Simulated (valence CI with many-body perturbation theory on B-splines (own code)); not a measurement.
Missing levels of Sm L

Calculated by relativistic CI+MBPT: three valence electrons over a frozen Dirac-Fock core [Ne], radial functions for each j: 11 s, 11 p, 9 d, 7 f, 5 g, 2 h, 1 i, with the one-electron correlation potential Σ1 (screened to all orders), the two-electron term Σ2, the three-electron term Σ3, Breit, model QED; selected single and double excitations, second order for the rest (own B-spline code, finite nucleus).

No measured spectrum was set against this ion. As an estimate, large intervals hold to a few tenths of a per cent, small ones and those within an open d or f shell to about a per cent.

| Level | E (× 10³ cm⁻¹) |
| --- | --- |
| (3s^2 3p1/2) J=1/2 | 0.00 |
| (3s 3p1/2^2) J=1/2 | 1017.7 |
| (3s^2 3p3/2) J=3/2 | 1271.3 |
| (3s 3p1/2 3p3/2) J=3/2 [a] | 2106.4 |
| (3s 3p1/2 3p3/2) J=5/2 | ? |
| (3s 3p1/2 3p3/2) J=3/2 [b] | 2363.5 |
| (3s 3p1/2 3p3/2) J=1/2 | 2430.2 |
| (3s^2 3d3/2) J=3/2 | 2768.9 |
| (3s^2 3d5/2) J=5/2 | 2996.8 |
| (3p1/2^2 3p3/2) J=3/2 | ? |
| (3s 3p3/2^2) J=5/2 | 3480.7 |
| (3s 3p1/2 3d3/2) J=3/2 [a] | 3492.8 |
| (3s 3p1/2 3d3/2) J=5/2 | 3574.8 |
| (3s 3p3/2^2) J=1/2 | ? |
| (3s 3p1/2 3d3/2) J=1/2 | 3742.4 |
| (3s 3p3/2^2) J=3/2 | ? |
| (3s 3p1/2 3d3/2) J=3/2 [b] | 3766.8 |
| (3s 3p1/2 3d5/2) J=5/2 [a] | ? |
| (3s 3p1/2 3d5/2) J=7/2 | ? |
| (3s 3p1/2 3d5/2) J=5/2 [b] | 4018.8 |

Levels are named by their leading jj configuration (3d3/2^4 stands for four electrons in 3d with j = 3/2), which in mixed levels can hold well under half, so a name can repeat and another be missing. Letters in brackets count levels of one name in rising energy.

Question: The levels stand in rising order. What does the calculation give for the missing energies?

Answer: (3s 3p1/2 3p3/2) J=5/2 2218.6; (3p1/2^2 3p3/2) J=3/2 3380.8; (3s 3p3/2^2) J=1/2 3705.2; (3s 3p3/2^2) J=3/2 3749.6; (3s 3p1/2 3d5/2) J=5/2 [a] 3871.5; (3s 3p1/2 3d5/2) J=7/2 3946.9.
